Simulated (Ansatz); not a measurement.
Program: Ansatz. Geometries: PBE0-D4/def2-TZVP. ΔE: electronic, gas phase. CBS: MP2 limit from def2 TZ/QZ plus the TZ coupled-cluster correction, frozen cores. This one scheme is used for every species. DFT in def2-TZVPP. B3LYP here is the variant with VWN-RPA as its local correlation; programs differ in this.

Consider the hydrogenolysis of a C–C bond: `CC1CBC1` + H₂ → `B1CCC1` + CH₄.

| level | ΔE (kcal/mol) | difference from CCSD(T)/CBS |
| --- | --- | --- |
| B97M-V | -16.4 | -1.9 |
| PBE0-D4 | -15.1 | -0.6 |
| B3LYP-D4 | -14.6 | -0.1 |
| ωB97M-V | -14.9 | -0.4 |
| B2PLYP | -16.0 | -1.5 |
| revPBE | -17.0 | -2.5 |
| r2SCANh | -16.1 | -1.6 |
| CAM-B3LYP | -16.1 | -1.6 |
| HF/def2-SVP | -15.5 | -1.0 |
| MP2/def2-QZVPP | -14.6 | -0.1 |
| CCSD(T)/CBS | -14.5 | 0 |

Largest T1 diagnostic among the species: 0.010.

Leaving LDA and LC-ωPBE aside and taking each functional with its dispersion term where it has one, the values, not all of them listed here, spread over 2.9 kcal/mol, from B97M-V to revPBE-D4. LDA lies +1.6 kcal/mol from PBE without D4. In def2-TZVPP, CCSD(T) changes the Hartree–Fock value by +1.3 kcal/mol (the triples alone add +0.3 kcal/mol) and MP2 by +1.3 kcal/mol.

CCSD(T)/CBS has its own doubt, a few kJ/mol and more with outer-core shells, so smaller differences from it don't rank the levels.
